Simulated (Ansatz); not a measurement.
Basis sets compared for `Cc1cc(-c2sc(-c3sc(-c4sc(N(C)C)cc4C)cc3C)cc2C)sc1C#N`. Charge 0, multiplicity 1. Geometry PBE-D4/def2-SVP. Ansatz on 2 threads of AMD EPYC 7R13 on a shared host and a share (18 GiB) of an NVIDIA H100 80GB HBM3; times are rough, and most runs start from earlier orbitals.

Cartesian coordinates in Å:
```
C 6.662 2.603 -5.265
C 5.731 2.382 -4.110
C 4.351 2.071 -4.235
C 3.685 1.896 -3.017
C 2.304 1.569 -2.758
S 1.849 0.904 -1.198
C 0.154 0.821 -1.639
C -0.812 0.311 -0.702
S -0.262 -0.628 0.677
C -1.892 -0.820 1.300
C -2.179 -1.532 2.514
S -3.858 -1.587 3.065
C -3.430 -2.549 4.468
N -4.400 -2.979 5.341
C -5.727 -2.400 5.277
C -3.970 -3.623 6.566
C -2.054 -2.781 4.507
C -1.346 -2.221 3.407
C 0.141 -2.357 3.243
C -2.795 -0.184 0.440
C -2.211 0.454 -0.682
C -3.011 1.211 -1.704
C -0.017 1.298 -2.944
C 1.178 1.723 -3.583
C 1.205 2.283 -4.977
S 4.788 2.140 -1.677
C 6.126 2.446 -2.767
C 7.419 2.717 -2.267
N 8.501 2.946 -1.862
H 7.695 2.803 -4.923
H 6.685 1.716 -5.933
H 6.332 3.465 -5.883
H 3.862 1.934 -5.206
H -6.092 -2.400 4.228
H -6.427 -3.013 5.875
H -5.767 -1.348 5.652
H -4.851 -4.036 7.091
H -3.439 -2.927 7.259
H -3.283 -4.464 6.339
H -1.556 -3.340 5.309
H 0.650 -1.370 3.255
H 0.573 -2.970 4.058
H 0.408 -2.839 2.278
H -3.879 -0.176 0.630
H -4.042 1.388 -1.343
H -3.087 0.656 -2.663
H -2.552 2.195 -1.934
H -0.990 1.318 -3.449
H 1.594 1.546 -5.711
H 0.186 2.566 -5.305
H 1.851 3.182 -5.044
```

Single mean-field runs in def2-SVP, def2-TZVP are fitted with def2-universal-jkfit.

Binding counts from free atoms (C triplet, S triplet, N quartet, H doublet) in the same basis, without a counterpoise term.

| level | functions | energy (Eh) | HOMO (eV) | LUMO (eV) | binding per atom (eV) | wall time |
| --- | --- | --- | --- | --- | --- | --- |
| PBE-D4/def2-SVP | 532 | -2588.8822 | -4.14 | -2.59 | 5.07 | 7 s |
| PBE0-D4/def2-SVP | 532 | -2589.0819 | -4.92 | -2.10 | 4.95 | 6.5 s |

(1) Estimate the rows for PBE-D4/def2-TZVP (with forces), PBE0-D4/def2-TZVP.

Answers

(1) 
```tsv
level	functions	energy (Eh)	HOMO (eV)	LUMO (eV)	binding per atom (eV)	wall time
PBE-D4/def2-TZVP (with forces)	1055	-2590.4982	-4.22	-2.70	5.01	10 s
PBE0-D4/def2-TZVP	1055	-2590.6821	-4.93	-2.16	4.88	13 s
```
